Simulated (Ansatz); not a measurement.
Input for Ansatz (a first-principles code): R-PBE/def2-TZVPP on C2H7Al (SMILES C[CH2][AlH2]), a point of a torsion scan.

Ansatz 0.2 input:
```yaml
crystal:
  periodic: [false, false, false]
  atoms:
    - {symbol: C, position_ang: [-0.81525138, -0.44220508, 0.55784240]}
    - {symbol: C, position_ang: [-0.65192916, 0.56671864, -0.60125571]}
    - {symbol: Al, position_ang: [-1.21381403, 2.35659595, 0.10452407]}
    - {symbol: H, position_ang: [-1.74235942, -1.00224805, 0.45294835]}
    - {symbol: H, position_ang: [0.00192840, -1.16147564, 0.58690874]}
    - {symbol: H, position_ang: [-0.84155694, 0.07291302, 1.52499526]}
    - {symbol: H, position_ang: [0.40981225, 0.60152867, -0.89381191]}
    - {symbol: H, position_ang: [-1.16499659, 0.19659656, -1.49674228]}
    - {symbol: H, position_ang: [-1.43278015, 3.64866929, -0.72485724]}
    - {symbol: H, position_ang: [-1.44197118, 2.51489418, 1.63334209]}
basis:
  gaussian:
    orbitals: def2-TZVPP
hamiltonian:
  xc: {name: PBE}
scf: {lower_state_search: off}
```

### Question
Give the final energy of this run.

### Answer
-322.5989 hartree.
